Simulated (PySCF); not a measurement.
CF3CH2CF3, C₃H₂F₆.
Atom-mapped SMILES: `[F:1][C:2]([F:3])([F:4])[CH2:5][C:6]([F:7])([F:8])[F:9]` (hydrogens: H10, H11 on C5)

Geometry (GFN2-xTB, Å), atoms numbered from 1 in this order:
```xyz
11
C3H2F6 angstrom
F      2.3059   -0.0499   -0.7414
C      1.1693    0.4769   -0.2663
F      1.4609    1.0242    0.9136
F      0.8264    1.4656   -1.0920
C      0.0992   -0.6063   -0.1659
C     -1.2324   -0.0856    0.3673
F     -1.7649    0.8570   -0.4106
F     -1.1328    0.4193    1.5970
F     -2.1214   -1.0862    0.4293
H      0.4607   -1.3891    0.5059
H     -0.0655   -1.0231   -1.1627
```

The calculation used TDDFT wB97X-D/def2-SVPD, vertical, gas phase, core orbitals frozen in the response (PySCF).

| state | E (eV) | λ (nm) | f | symmetry | main configurations (H = HOMO, L = LUMO) |
| --- | --- | --- | --- | --- | --- |
| S1 | 11.22 | 110.5 | 0.0098 | B1 or B2 | H→L (91%) |
| S2 | 11.69 | 106.1 | 0.075 | A1 | H-1→L (85%) |
| S3 | 12.00 | 103.3 | 0.024 | B1 or B2 | H-4→L (44%), H-3→L (40%) |
| S4 | 12.08 | 102.7 | 0.0000 | – | H-2→L (79%) |
| S5 | 12.16 | 102.0 | 0.0001 | – | H→L+3 (69%), H→L+5 (18%) |
| S6 | 12.16 | 101.9 | 0.0001 | – | H→L+1 (60%), H-7→L (9%), H→L+6 (8%) |
| S7 | 12.18 | 101.8 | 0.0004 | – | H-3→L (40%), H-4→L (35%), H-2→L+1 (17%) |
| S8 | 12.26 | 101.1 | 0.065 | B1 or B2 | H→L+4 (55%), H-1→L+1 (9%) |

Triplets, Tamm–Dancoff:

```csv
state,E (eV),λ (nm),"main configurations (H = HOMO, L = LUMO)"
T1,10.95,113.3,"H→L (74%), H→L+4 (16%)"
T2,11.32,109.6,"H-1→L (70%), H-1→L+4 (14%)"
T3,11.61,106.8,"H-4→L (30%), H-3→L (28%)"
```

The lowest singlet lies at 11.22 eV (110 nm, vacuum ultraviolet) and is weak; its leading configuration is HOMO→LUMO (91%). The most intense listed level is S2 at 11.69 eV (106 nm, f = 0.075), 0.46 eV above S1. S5/S6 lie within about 0.01 eV of each other. Löwdin shares by element: HOMO fluorine 32% or more, carbon 29% or more (atoms not listed hold the other 38%); LUMO carbon 34% or more, hydrogen 26% (atoms not listed hold the other 40%). Of the 8 states listed, 3 reach f = 0.01 and 4 stay under 0.0005. Weighted by f, the mean energy of these states is 11.92 eV. The oscillator strengths of these states sum to 0.174; summed over the whole spectrum of an exact calculation they would give the number of electrons, 74 (Thomas–Reiche–Kuhn). No computed singlet lies in the visible range (380 to 750 nm); the lowest, at 110 nm, stands 7.96 eV above its violet end (3.26 eV). Symmetry labels in C2v follow from the direction of the transition dipole and are given only for states with f of 0.002 or more; B1 and B2 swap with the choice of axes. Only the lowest 8 singlets were computed, as vertical energies without vibronic structure.

Hardware: one thread of an Arm Neoverse V2, on a shared host. Cost: 56 s of wall time.
